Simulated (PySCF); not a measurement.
## Working out the ionisation energy of Sc

Sc [Ar] 3d1 4s2 (2D) → Sc⁺ [Ar] 3d1 4s1 (3D). Computed with PySCF 2.14 in x2c-TZVPPall (6s5p4d2f1g, 64 functions), with scalar relativity by spin-free X2C-1e. Frozen: [Ar]. Energies in hartree (1 hartree = 27.21139 eV):

```csv
part,Sc (lower),Sc⁺ (upper)
UHF,-763.276410,-763.078182
CCSD correlation,-0.039601,-0.004297
(T),-0.001089,0.000000
```

What does Hartree-Fock give?

(-763.078182) − (-763.276410) = 0.198228 hartree = 5.394 eV.

What do CCSD and CCSD(T) give?

The CCSD correlation energies differ by 0.035304 hartree = 0.961 eV and the triples by 0.001089 hartree = 0.030 eV, so CCSD gives 6.355 eV and CCSD(T) 6.385 eV.

Measured between the centres of the two terms (NIST): 6.562 eV, so CCSD(T) (valence) is off by -0.177 eV.

What remains against the reference includes basis incompleteness, the frozen core and higher excitations.
